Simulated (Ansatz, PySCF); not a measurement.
Reaction (SMILES): I[CH]I -> I[CH-]I (an electron is taken up)
Geometries: B3LYP-D3(BJ)/def2-TZVP minima from Ansatz (a quantum-chemistry and plane-wave program).

Property: adiabatic electron affinity (0 K, with B3LYP-D3(BJ) harmonic zero-point energies from PySCF), positive where the reaction releases energy, in eV. Correlated levels leave the core frozen unless marked. UHF or UKS for open shells. Spin-orbit coupling is left out. Frozen are the shells of the preceding noble gas and the d and f shells that filled before the atom's block. Past Kr the def2 sets carry scalar-relativistic core potentials. STO-3G rows are all-electron and non-relativistic. Anions need diffuse functions: def2-D sets add few; the other sets have none. Basis-set limits of correlation are two-point, X^-3; Hartree-Fock from the larger set. [CCSD(T)-MP2]/basis is that difference in the basis named.

```
level        program  adiabatic electron affinity (eV)
-----------  -------  --------------------------------
HF/def2-SVP   Ansatz                              0.66
```

Q: What does RI-MP2/CBS(def2-TZVPPD,def2-QZVPPD)+[CCSD(T)-MP2]/def2-TZVPPD (Ansatz) give?

A: 2.03 eV, so HF/def2-SVP differs from it by -1.37 eV.
